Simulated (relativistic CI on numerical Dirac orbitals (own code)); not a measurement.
Calculated levels, Ta²²⁺

Calculated at this level of theory: Dirac-Coulomb-Breit CI, separate exchange-only KLI orbitals for each configuration, model QED, unscaled Slater integrals (own radial code, finite nucleus).

Configuration list (outside the closed core [Ar] 3d10): 4s2 4p6 4d10 4f5, 4s2 4p6 4d10 4f4 5s, 4s2 4p6 4d10 4f3 5s2, 4s2 4p6 4d10 4f4 5p, 4s2 4p6 4d9 4f6, 4s2 4p6 4d10 4f3 5s 5p, 4s2 4p6 4d10 4f3 5p2, 4s2 4p6 4d10 4f3 5s 5d, 4s2 4p6 4d10 4f4 5d, 4s2 4p5 4d10 4f6, 4s2 4p6 4d10 4f4 6s, 4s2 4p6 4d10 4f4 6p, 4s2 4p6 4d10 4f4 7s, 4p6 4d10 4f7. Levels of other configurations are missing.

The lowest level is 4s2 4p6 4d10 4f5 6H°_5/2, with 78 % of that term; Hund's rules for 4s2 4p6 4d10 4f5 give 6H° with J = 5/2, in agreement.

```
No.     Configuration  Term     J  E (cm⁻¹)   %  Next component (%)  jj configuration (%)
  1  4s2 4p6 4d10 4f5   6H°   5/2       0.0  78              18 4G°          4f5/2^5 (38)
  2  4s2 4p6 4d10 4f5   6H°   7/2    7940.2  87              11 4G°    4f5/2^4 4f7/2 (59)
  3  4s2 4p6 4d10 4f5   6H°   9/2   15606.9  91               5 4G°  4f5/2^3 4f7/2^2 (62)
  4  4s2 4p6 4d10 4f5   6F°   3/2   21907.9  78              11 4F°    4f5/2^4 4f7/2 (62)
  5  4s2 4p6 4d10 4f5   6F°   1/2   22166.5  87              11 4D°  4f5/2^3 4f7/2^2 (45)
  6  4s2 4p6 4d10 4f5   6F°   5/2   22574.3  64              16 4F°  4f5/2^3 4f7/2^2 (34)
  7  4s2 4p6 4d10 4f5   6H°  11/2   22620.9  90               5 4I°  4f5/2^3 4f7/2^2 (46)
  8  4s2 4p6 4d10 4f5   6H°  13/2   28893.2  83              12 4I°  4f5/2^3 4f7/2^2 (38)
  9  4s2 4p6 4d10 4f5   6F°   7/2   29395.1  77              13 4F°  4f5/2^3 4f7/2^2 (47)
 10  4s2 4p6 4d10 4f5   6H°  15/2   33931.4  69              22 4I°  4f5/2^2 4f7/2^3 (31)
 11  4s2 4p6 4d10 4f5   6F°   9/2   36955.0  85               8 4F°  4f5/2^3 4f7/2^2 (44)
 12  4s2 4p6 4d10 4f5   6F°  11/2   44368.6  86              13 4G°  4f5/2^2 4f7/2^3 (39)
 13  4s2 4p6 4d10 4f5   4G°   5/2   44948.7  28              24 6F°  4f5/2^3 4f7/2^2 (45)
 14  4s2 4p6 4d10 4f5   4M°  15/2   48974.0  53              20 2L°    4f5/2^4 4f7/2 (61)
 15  4s2 4p6 4d10 4f5   4F°   3/2   51157.5  82              13 6F°  4f5/2^3 4f7/2^2 (64)
 16  4s2 4p6 4d10 4f5   4I°   9/2   55845.4  77              14 2H°  4f5/2^3 4f7/2^2 (48)
 17  4s2 4p6 4d10 4f5   4L°  13/2   56039.1  40              29 4K°    4f5/2^4 4f7/2 (50)
 18  4s2 4p6 4d10 4f5   4K°  11/2   56438.4  50              34 4I°    4f5/2^4 4f7/2 (45)
 19  4s2 4p6 4d10 4f5   4G°   7/2   57699.2  51              17 4F°  4f5/2^3 4f7/2^2 (43)
 20  4s2 4p6 4d10 4f5   4P°   5/2   60930.3  32              21 6P°  4f5/2^3 4f7/2^2 (47)
 21  4s2 4p6 4d10 4f5   4M°  17/2   61134.4  70              15 4L°  4f5/2^3 4f7/2^2 (92)
 22  4s2 4p6 4d10 4f5   4K°  15/2   67501.5  28              24 4M°  4f5/2^3 4f7/2^2 (58)
 23  4s2 4p6 4d10 4f5   2P°   1/2   67572.4  61              29 4D°    4f5/2^4 4f7/2 (52)
 24  4s2 4p6 4d10 4f5   4G°   9/2   68550.1  59              23 4H°  4f5/2^3 4f7/2^2 (69)
 25  4s2 4p6 4d10 4f5   4M°  19/2   69317.9  73              14 4L°  4f5/2^3 4f7/2^2 (57)
 26  4s2 4p6 4d10 4f5   6P°   3/2   69978.4  49              34 4P°  4f5/2^3 4f7/2^2 (74)
 27  4s2 4p6 4d10 4f5   4F°   5/2   70181.0  63              23 4G°  4f5/2^2 4f7/2^3 (55)
 28  4s2 4p6 4d10 4f5   4L°  15/2   72884.0  36              21 2K°  4f5/2^3 4f7/2^2 (69)
 29  4s2 4p6 4d10 4f5   4L°  13/2   72943.1  45              27 4I°  4f5/2^3 4f7/2^2 (52)
 30  4s2 4p6 4d10 4f5   4M°  21/2   74020.9  71              24 2N°  4f5/2^3 4f7/2^2 (58)
 31  4s2 4p6 4d10 4f5   4H°  11/2   74866.9  31              30 4I°  4f5/2^3 4f7/2^2 (42)
 32  4s2 4p6 4d10 4f5   4K°  11/2   75771.1  38              32 4I°  4f5/2^2 4f7/2^3 (57)
 33  4s2 4p6 4d10 4f5   4H°   7/2   77015.1  60              21 2G°  4f5/2^3 4f7/2^2 (47)
 34  4s2 4p6 4d10 4f5   4L°  17/2   77834.8  50              19 2M°  4f5/2^3 4f7/2^2 (64)
 35  4s2 4p6 4d10 4f5   4K°  13/2   78034.4  35              30 2K°  4f5/2^3 4f7/2^2 (67)
 36  4s2 4p6 4d10 4f5   2G°   9/2   78178.5  26              19 4F°    4f5/2^4 4f7/2 (48)
 37  4s2 4p6 4d10 4f5   4D°   7/2   78650.9  44              22 6P°  4f5/2^2 4f7/2^3 (41)
 38  4s2 4p6 4d10 4f5   6P°   5/2   82295.3  45              20 4D°  4f5/2^3 4f7/2^2 (48)
 39  4s2 4p6 4d10 4f5   4F°   7/2   83512.6  51              12 6P°  4f5/2^2 4f7/2^3 (45)
 40  4s2 4p6 4d10 4f5   4H°  13/2   83533.0  59              17 4I°  4f5/2^3 4f7/2^2 (60)
 41  4s2 4p6 4d10 4f5   4D°   3/2   83545.9  61              16 6P°  4f5/2^2 4f7/2^3 (64)
 42  4s2 4p6 4d10 4f5   4K°  17/2   84616.6  54              24 2L°  4f5/2^2 4f7/2^3 (78)
 43  4s2 4p6 4d10 4f5   4H°   9/2   85077.9  51              18 4G°  4f5/2^2 4f7/2^3 (55)
 44  4s2 4p6 4d10 4f5   4G°   7/2   86309.9  69              13 4H°  4f5/2^3 4f7/2^2 (51)
 45  4s2 4p6 4d10 4f5   4G°   5/2   88815.7  86               5 2F°  4f5/2^2 4f7/2^3 (55)
 46  4s2 4p6 4d10 4f5   4K°  15/2   89170.8  56              28 4L°  4f5/2^2 4f7/2^3 (93)
 47  4s2 4p6 4d10 4f5   4G°  11/2   89950.9  54              20 2H°  4f5/2^2 4f7/2^3 (40)
 48  4s2 4p6 4d10 4f5   4L°  19/2   90542.6  54              23 2M°  4f5/2^2 4f7/2^3 (74)
 49  4s2 4p6 4d10 4f5   6P°   7/2   91354.0  58              29 4D°  4f5/2^2 4f7/2^3 (42)
 50  4s2 4p6 4d10 4f5   2P°   3/2   91547.5  32              29 4P°  4f5/2^3 4f7/2^2 (55)
 51  4s2 4p6 4d10 4f5   4G°  11/2   91968.7  40              20 2H°  4f5/2^3 4f7/2^2 (38)
 52  4s2 4p6 4d10 4f5   4P°   1/2   92344.1  67              24 4D°  4f5/2^2 4f7/2^3 (79)
 53  4s2 4p6 4d10 4f5   4F°   9/2   94012.1  60              16 4I°  4f5/2^3 4f7/2^2 (68)
 54  4s2 4p6 4d10 4f5   4G°   9/2   95274.5  42              39 4F°  4f5/2^2 4f7/2^3 (46)
 55  4s2 4p6 4d10 4f5   4I°  15/2   95760.2  42              32 2L°  4f5/2^2 4f7/2^3 (47)
 56  4s2 4p6 4d10 4f5   4I°   9/2   96602.5  29              27 4G°  4f5/2^3 4f7/2^2 (48)
 57  4s2 4p6 4d10 4f5   2F°   5/2   97683.1  33              21 4F°  4f5/2^2 4f7/2^3 (51)
 58  4s2 4p6 4d10 4f5   2N°  19/2   97921.6  71              18 4L°  4f5/2^2 4f7/2^3 (76)
 59  4s2 4p6 4d10 4f5   2O°  21/2   99600.2  50              27 2N°  4f5/2^2 4f7/2^3 (42)
 60  4s2 4p6 4d10 4f5   4I°  15/2  101259.3  46              27 2K°  4f5/2^3 4f7/2^2 (53)
 61  4s2 4p6 4d10 4f5   4I°  11/2  101646.6  58              22 2H°  4f5/2^3 4f7/2^2 (43)
 62  4s2 4p6 4d10 4f5   2M°  17/2  101849.9  67              22 4L°  4f5/2^2 4f7/2^3 (74)
 63  4s2 4p6 4d10 4f5   4F°   3/2  102130.3  56              29 2D°  4f5/2^3 4f7/2^2 (38)
 64  4s2 4p6 4d10 4f5   2D°   5/2  102231.7  26              18 4D°  4f5/2^3 4f7/2^2 (37)
 65  4s2 4p6 4d10 4f5   4F°   7/2  102947.5  68              10 4D°  4f5/2^2 4f7/2^3 (63)
 66  4s2 4p6 4d10 4f5   2K°  13/2  103868.9  45              28 4I°  4f5/2^2 4f7/2^3 (53)
 67  4s2 4p6 4d10 4f5   2K°  13/2  105208.1  49              21 4H°  4f5/2^2 4f7/2^3 (48)
 68  4s2 4p6 4d10 4f5   4F°   5/2  105717.5  35              32 4P°  4f5/2^2 4f7/2^3 (68)
 69  4s2 4p6 4d10 4f5   2H°   9/2  106600.6  41              21 4H°  4f5/2^2 4f7/2^3 (45)
 70  4s2 4p6 4d10 4f5   4G°   5/2  110676.8  38              29 2F°  4f5/2^3 4f7/2^2 (42)
```

Energies count from the lowest computed level; ° marks odd parity. Filled j subshells are mostly left out of the jj labels.

The mean weight of the leading LS term, summed over parents, in these 70 levels is 56 %, and that of the leading jj configuration (from the same eigenvectors) 54 %.

At this charge energies of transitions that change n are usually good to better than 1 %, and those within a shell (Δn = 0) to a few per cent. Terms inside the open d or f shell come out 10 to 20 % too wide with unscaled integrals.

LS names give the leading component of a level, which can be under half, so a name can repeat, a term be missing and a line seem to break the LS rules.
